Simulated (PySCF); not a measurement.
**`COC=C=C=CC#N`, C$_{6}$H$_{5}$NO**

Geometry:
```
atom   x (Å)   y (Å)   z (Å)
  C1  -2.177   0.071   0.050
  O2  -2.087   1.440  -0.293
  C3  -0.873   1.962  -0.386
  C4   0.278   1.317  -0.184
  C5   1.379   0.728   0.002
  C6   2.536   0.094   0.202
  C7   2.591  -1.281   0.554
  N8   2.648  -2.405   0.842
  H9  -3.245  -0.176   0.074
 H10  -1.724  -0.112   1.038
 H11  -1.661  -0.552  -0.697
 H12  -0.898   3.023  -0.657
 H13   3.486   0.630   0.096
```

Theory: TDDFT CAM-B3LYP/aug-cc-pVDZ excited states, vertical, gas phase in PySCF 2.14.0. Geometry: PBE0-D3(BJ)/def2-SVP.

(1) Give the one- and two-photon strengths of the lowest singlets.

Answers

(1) δ for parallel linear polarisation; σ at the peak of a Lorentzian of half width 0.1 eV, single beam; Ω is circular over linear.
| state | E (eV) | f | photon λ (nm) | δ (au) | σ (GM) | Ω | main |
| --- | --- | --- | --- | --- | --- | --- | --- |
| S1 | 4.52 | 0.623 | 549 | 27.9 | 0.21 | 0.77 | HOMO→LUMO 0.94 |
| S2 | 4.57 | 0.001 | 543 | 0.39 | 0.00 | 1.50 | HOMO−1→LUMO 0.41, HOMO→LUMO+2 0.27 |
| S3 | 4.69 | 0.000 | 529 | 0.15 | 0.00 | 1.50 | HOMO−1→LUMO 0.58, HOMO→LUMO+2 0.19 |
| S4 | 5.69 | 0.003 | 436 | 86.3 | 1.02 | 1.50 | HOMO→LUMO+1 0.52, HOMO→LUMO+2 0.34 |
| S5 | 6.25 | 0.001 | 396 | 2.46 | 0.04 | 1.50 | HOMO−3→LUMO 0.85 |
| S6 | 6.41 | 0.006 | 387 | 11.5 | 0.17 | 1.50 | HOMO→LUMO+3 0.63, HOMO→LUMO+6 0.12 |

Among these, the strongest one-photon state is S1, the strongest two-photon state S4, with a dipole change of 4.1 D (relaxed, norm of the difference vector).
